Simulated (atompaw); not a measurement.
# terbium: one change to a PAW (atompaw) potential, before and after

```json
{"Element": "terbium", "Generator": "atompaw 4.2.0.5", "Type": "PAW", "Functional": "PBEsol", "Relativity": "non-relativistic", "Frozen core": "[Kr] 4d10", "Valence charge": "19", "Reference configuration": "4f9 5s2 5p6 5d0 6s1.5 6p0 (charge +0.5)", "Partial waves": "5s (bound); 6s (bound); 5p (bound); 6p (bound, empty); 5d (bound, empty); 5d channel at 4.4 Ry; 4f (bound); 4f channel at -0.25 Ry", "Local potential": "vpsmatchnc scheme with l = 4 at 0 Ry, radius 2.70 bohr", "Core correction": "smooth core density matched at 1.95 bohr", "Augmentation charge": "sinc compensation charge, radius 2.75 bohr; PAW radius 3.00 bohr; waves and projectors: bloechl"}
```

All-electron outer shells of the reference configuration (PBEsol, non-relativistic, ld1.x):

```
shell  level (eV)  outermost node (bohr)  outermost maximum (bohr)
   4p     -268.12                   0.29                      0.54
   4d     -151.72                   0.26                      0.55
   5s      -44.04                   0.68                      1.27
   5p      -26.97                   0.71                      1.38
   4f       -9.72                      –                      0.54
   6s       -5.76                   1.72                      3.67
   5d       -4.65                   0.78                      2.02
   6p       -3.30                   1.99                      4.54
```

Change: local potential vpsmatchnc scheme with l = 4 at 0 Ry, radius 2.34 bohr.

Cutoffs: the cutoffs (Ry, on a coarse ladder) from which the occupation-weighted sum of valence levels, in a spherical-Bessel basis at the reference potential, stays within 10 and 1 mRy of its value at 400 Ry; they do not see the model core or the augmentation charge, which bear on the density cutoff.

Task: What does the change do?

Result: The potential gets harder (40 Ry and 50 Ry → 55 Ry and 70 Ry); the range in which the p phases agree narrows (upper end 3.4 → 0.8); the range in which the d phases agree narrows (upper end at the end of the scan → 2.2); neither file shows a bound ghost.

| quantity | base | changed |
| --- | --- | --- |
| cutoff, loose | 40 Ry | 55 Ry |
| cutoff, tight | 50 Ry | 70 Ry |
| loose cutoff by channel (10 mRy a level) | s 25 Ry, p 25 Ry, f 25 Ry | s 40 Ry, p 40 Ry, f 35 Ry |
| bound ghosts | none | none |
| s: phases at 3.01 bohr within 0.05 rad from the reference energy up to (Ry; the scan ends near 5) | 0.8 | -0.1 |
| p: phases at 3.01 bohr within 0.05 rad from the reference energy up to (Ry; the scan ends near 5) | 3.4 | 0.8 |
| d: phases at 3.01 bohr within 0.05 rad from the reference energy up to (Ry; the scan ends near 5) | to the end of the scan | 2.2 |
| f: phases at 3.01 bohr within 0.05 rad from the reference energy up to (Ry; the scan ends near 5) | 1.0 | 1.0 |
| lowest overlap eigenvalue by channel | s 0.23, p 0.56, d 0.80, f 0.94 | s 0.09, p 0.35, d 0.66, f 0.94 |

 The cutoffs see the waves, projectors and local potential, not the compensation charge or the core.
